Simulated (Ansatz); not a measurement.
Al₅F₃⁺. Total charge 1; doublet. Geometry PBE-D4/def2-SVP; atoms count from 1.

Cartesian coordinates in Å:
```
Al -0.316 -1.032 -1.212
Al -1.485 -1.245 1.299
Al 3.214 -0.037 -0.848
Al 0.252 1.009 1.040
Al -2.240 1.384 -0.194
F -2.866 -0.052 0.872
F 1.489 -0.927 -1.389
F 1.951 0.899 0.432
```

Another isomer (doublet) lies 0.06 eV lower at PBE0-D4/def2-TZVP; other spin states weren't run for this one.

Question: Estimate the Mulliken populations from the PBE0/def2-TZVP orbitals of Ansatz.

Answer: 
| atom | charge (e) | spin (α − β) |
| --- | --- | --- |
| Al1 | 0.31 | 0.47 |
| Al2 | 0.37 | 0.03 |
| Al3 | 0.51 | 0.01 |
| Al4 | 0.30 | 0.47 |
| Al5 | 0.38 | 0.02 |
| F6 | -0.26 | 0.00 |
| F7 | -0.30 | 0.00 |
| F8 | -0.31 | 0.00 |
Mulliken values depend strongly on the basis.

Question: Where does the spin sit?

Answer: Summed by element: Al 0.99, F 0.01, of 1 unpaired in all. Largest on single atoms: Al1 0.47, Al4 0.47, Al2 0.03.

Question: And the Mayer bond orders between heavy atoms (over 0.3)?

Answer: Al1–Al2 0.62 (2.78 Å); Al1–Al4 0.41 (3.09 Å); Al1–F7 0.66 (1.82 Å); Al2–Al4 0.51 (2.86 Å); Al2–F6 0.56 (1.87 Å); Al3–F7 0.38 (2.02 Å); Al3–F8 0.37 (2.03 Å); Al4–Al5 0.57 (2.81 Å); Al4–F8 0.67 (1.81 Å); Al5–F6 0.53 (1.90 Å).
